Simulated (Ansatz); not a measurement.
Computed with Ansatz on PBE0-D4/def2-TZVP structures; ΔE is electronic, products minus reactants. CBS: MP2 limit from def2 TZ/QZ plus the TZ coupled-cluster correction, frozen cores. This one scheme is used for every species. DFT in def2-TZVPP. B3LYP here is the variant with VWN-RPA as its local correlation; programs differ in this. For Br outer-core shells are correlated without core-valence functions, which leaves a few kJ/mol of doubt a bond. Scalar relativity is left out up to krypton. One conformer a species, not always the lowest.

Reaction (ligand exchange at the Si–C bond): `C[SiH2][SiH2]C` + HBr → `C[SiH2][SiH2]Br` + CH₄

| level | ΔE (kcal/mol) | difference from CCSD(T)/CBS |
| --- | --- | --- |
| PBE-D4 | -24.3 | 1.1 |
| r2SCAN-D4 | -25.3 | 0.1 |
| B3LYP-D4 | -25.2 | 0.2 |
| ωB97X-V | -24.8 | 0.6 |
| ωB97M-V | -24.9 | 0.5 |
| B2PLYP | -25.3 | 0.1 |
| PBE0 | -24.9 | 0.5 |
| B3LYP | -25.0 | 0.4 |
| MP2/def2-TZVPP | -25.5 | -0.1 |
| SCS-MP2/def2-TZVPP | -25.2 | 0.2 |
| CCSD/def2-TZVPP | -24.1 | 1.3 |
| HF/def2-QZVPP | -27.0 | -1.6 |
| MP2/def2-QZVPP | -26.3 | -0.9 |
| SCS-MP2/def2-QZVPP | -25.9 | -0.5 |
| MP2/CBS(def2) | -26.9 | -1.5 |
| CCSD/CBS(def2) | -25.5 | -0.1 |
| CCSD(T)/CBS | -25.4 | 0 |

Largest T1 diagnostic among the species: 0.011.

In def2-TZVPP, CCSD(T) changes the Hartree–Fock value by +3.2 kcal/mol (the triples alone add +0.2 kcal/mol) and MP2 by +1.7 kcal/mol.

CCSD(T)/CBS has its own doubt, a few kJ/mol and more with outer-core shells, so smaller differences from it don't rank the levels.
